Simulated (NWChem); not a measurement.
System: trichloroethylene (C₂HCl₃); SMILES ClC=C(Cl)Cl

Input file for NWChem:

```
start job
memory heap 200 mb stack 900 mb global 1100 mb
geometry units angstroms
  Cl    -0.374122    -2.249357     0.000000
  C     -0.925272    -0.631667     0.000000
  C     -0.108454     0.430210     0.000000
  Cl     1.598862     0.313195     0.000000
  Cl    -0.754350     2.025529     0.000000
  H     -2.007731    -0.496290     0.000000
end
basis spherical
  * library 6-31g*
end
dft
  xc b3lyp
  iterations 150
end
driver
  maxiter 120
end
task dft optimize
task dft freq
```

B3LYP is NWChem's, with the RPA form of VWN correlation.

The level has its own optimisation; frequencies are unscaled. Brackets give each atom's bonded neighbours.

### Question
What results follow from this input? (B3LYP/6-31G* (spherical d).) Quantities: r C–Cl [C(CClH)–Cl(C)] (Å); r C–C (Å); r C–H (Å); highest harmonic frequency (cm⁻¹); lowest (cm⁻¹); zero-point energy (kcal/mol); dipole (D).

### Answer
```
Property                           Value
---------------------------------  -----
r C–Cl [C(CClH)–Cl(C)] (Å)         1.729
r C–C (Å)                          1.337
r C–H (Å)                          1.083
highest harmonic frequency (cm⁻¹)   3256
lowest (cm⁻¹)                        173
zero-point energy (kcal/mol)        15.6
dipole (D)                          0.95
```
